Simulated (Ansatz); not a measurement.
C₂H₇Si, doublet, at a GFN2-xTB geometry. Base run: BLYP/def2-SVP (Ansatz, a quantum-chemistry and plane-wave program).

Geometry (Å):
```xyz
10

C      1.5217     0.6101     0.1548
Si     0.0908    -0.4867    -0.2437
C     -1.5119     0.3613     0.3148
H      2.5386     0.3180    -0.0402
H      1.4139     1.5867     0.5932
H      0.0275    -0.7475    -1.6927
H      0.2299    -1.7831     0.4418
H     -1.5105     0.5470     1.3850
H     -2.3795    -0.2523     0.0908
H     -1.6496     1.3162    -0.1842
```
Charge 0, spin multiplicity 2.
Orbitals are unrestricted.
All else is at Ansatz's defaults.
Base energy -369.63875 Eh.

Variants of this job, named by their change:

| change | ΔE vs base (kcal/mol) |
|---|---|
| base | 0.000 |
| final_grid = 4, 8, 17 | 0.085 |
| point_charge = charge:0.5 position_ang:-2.3936, -3.9858, 3.2301 | -0.548 |
| nuclear_model = gaussian | 0.105 |
| lower_state_search = light | 0.000 |
| accuracy = high | 0.001 |
| fitting.mean_field = def2-universal-JKFIT | -0.056 |
| forces = on | 0.000 |
| point_charge = charge:-1.0 position_ang:3.956, -3.7847, -0.143 | -0.80 |
| point_charge = charge:1.0 position_ang:3.6721, -0.6158, 4.2248 | -1.32 |
| lower_state_search = off | 0.000 |
